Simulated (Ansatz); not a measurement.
Input and output for CdH2O2 (`[OH][Cd][OH]`).

```yaml
crystal:
  periodic: [false, false, false]
  atoms:
    - {symbol: O, position_ang: [-1.837212, 0.258631, -0.673117]}
    - {symbol: Cd, position_ang: [0.039854, 0.017761, -0.172395]}
    - {symbol: O, position_ang: [1.956725, -0.205345, 0.156160]}
    - {symbol: H, position_ang: [-2.416649, -0.364946, -0.229540]}
    - {symbol: H, position_ang: [2.257282, 0.293909, 0.918892]}
basis:
  gaussian: {orbitals: def2-TZVP, fitting: {mean_field: def2-universal-jkfit}}
hamiltonian: {xc: {name: revPBE0}}
accuracy: high
```

```sh
$ ansatz run in.yaml --threads 4 --pin off --events-out ev --progress --plain --max-ram 10444MiB
```

Output, abridged:

```
Functional definition: revPBE0
445 factors; integrals over basis functions are off by at most 8.8e-1 eV
mean field evaluation 1: about -8680.3518 eV, gradient 8.3e1 eV
mean field evaluation 2: about -8622.0343 eV, gradient 1.8e2 eV
mean field evaluation 4: about -8692.2805 eV, gradient 2.0e0 eV
mean field evaluation 8: about -8692.2884 eV, gradient 7.8e-2 eV
mean field evaluation 16: about -8692.2884 eV, gradient 4.4e-7 eV
mean field -8692.28844911 eV, -319.4357086599 hartree, gradient 1.3e-8 eV, S^2 0.000000; 0 other end points of the search recorded, 0 dependent functions left out
reference -8692.28845258 eV, -319.4357087875 hartree; 19, 19 occupied and 95, 95 virtual orbitals, 445 factors
Total energy: -8692.28845258 eV, -319.4357087875 hartree
```

Run time 0.65 s (4 threads of an AMD EPYC 9R45 on a shared host); peak host memory 0.18 GiB.
